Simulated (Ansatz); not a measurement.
Mg5S4I2⁺. Total charge 1; doublet. Geometry PBE-D4/def2-SVP; atoms count from 1.

```xyz
11

Mg   -0.1635   -0.5116   -2.4111
Mg   -2.3882    0.0583    0.6287
Mg   -0.3854   -2.2110    0.1324
Mg    2.3273    0.2837   -0.5895
Mg    0.2404    0.8185    2.2619
S    -2.1778   -1.2729   -1.3552
S     1.5489   -1.8662   -1.2753
S    -1.0216   -1.2076    2.2372
S     2.5257    1.3188    1.6011
I     1.0938    1.9500   -2.4552
I    -1.5996    2.6399    1.2249
```

In the def2 sets I takes a core potential; there is no spin–orbit coupling. Single mean-field runs in def2-TZVP are fitted with def2-universal-jkfit.

(1) Estimate the Mulliken populations from the PBE0/def2-TZVP orbitals of Ansatz.

(2) Where does the spin sit?

(3) And the Mayer bond orders between heavy atoms (over 0.3)?

## Answers

(1) 
| atom | charge (e) | spin (α − β) |
| --- | --- | --- |
| Mg1 | 0.87 | 0.00 |
| Mg2 | 0.87 | 0.00 |
| Mg3 | 0.87 | 0.00 |
| Mg4 | 0.80 | -0.02 |
| Mg5 | 0.80 | -0.02 |
| S6 | -0.75 | 0.00 |
| S7 | -0.73 | 0.01 |
| S8 | -0.73 | 0.01 |
| S9 | -0.36 | 0.98 |
| I10 | -0.32 | 0.02 |
| I11 | -0.32 | 0.02 |
Mulliken values depend strongly on the basis.

(2) Summed by element: Mg -0.04, S 1.00, I 0.04, of 1 unpaired in all. Largest on single atoms: S9 0.98, Mg4 -0.02, Mg5 -0.02.

(3) Mg1–S6 0.73 (2.40 Å); Mg1–S7 0.54 (2.46 Å); Mg1–I10 0.55 (2.76 Å); Mg2–S6 0.73 (2.40 Å); Mg2–S8 0.54 (2.46 Å); Mg2–I11 0.55 (2.76 Å); Mg3–S6 0.51 (2.51 Å); Mg3–S7 0.65 (2.42 Å); Mg3–S8 0.65 (2.42 Å); Mg4–S7 0.80 (2.39 Å); Mg4–S9 0.58 (2.43 Å); Mg4–I10 0.61 (2.79 Å); Mg5–S8 0.80 (2.39 Å); Mg5–S9 0.58 (2.43 Å); Mg5–I11 0.61 (2.79 Å).
